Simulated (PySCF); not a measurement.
B(F)2(Et) (C₂H₅BF₂), SMILES CCB(F)F. Atoms are numbered in the order given.

```xyz
10

B      0.0137     0.6086     0.0000
F     -1.3127     0.7028     0.0000
F      0.6761     1.7622     0.0000
C      0.7652    -0.7662     0.0000
C     -0.1242    -2.0139     0.0000
H      1.4469    -0.7665     0.8721
H      1.4469    -0.7665    -0.8721
H     -0.7773    -2.0386    -0.8864
H     -0.7773    -2.0386     0.8864
H      0.4755    -2.9373     0.0000
```

Coordinates come from a TPSSh-D3(BJ)/def2-SVP optimisation. Other conformers were not sampled.

Level of theory: PBE/def2-TZVP in PySCF.

Atomic charges (e):

```tsv
atom	IAO	Mulliken
B1	(withheld)	0.44
F2	-0.30	-0.21
F3	-0.30	-0.21
C4	(withheld)	-0.32
C5	-0.42	-0.33
H6	(withheld)	0.13
H7	(withheld)	0.13
H8	0.15	0.12
H9	0.15	0.12
H10	0.15	0.12
```

Problem. Some entries are withheld; supply them. (An estimate is asked for; the answer gives what the named calculation found.)

Solution. 
- B1, IAO: 0.70
- C4, IAO: -0.46
- H6, IAO: 0.17
- H7, IAO: 0.17

Computed Mayer and Wiberg (Löwdin basis) orders of the bonds:
| bond | Mayer | Wiberg |
|---|---|---|
| B1–F2 | 1.26 | 2.10 |
| B1–F3 | 1.25 | 2.10 |
| B1–C4 | 1.05 | 1.26 |
| C4–C5 | 0.99 | 1.27 |
| C4–H6 | 0.92 | 0.79 |
| C4–H7 | 0.92 | 0.79 |
| C5–H8 | 0.97 | 0.90 |
| C5–H9 | 0.97 | 0.90 |
| C5–H10 | 0.96 | 0.91 |
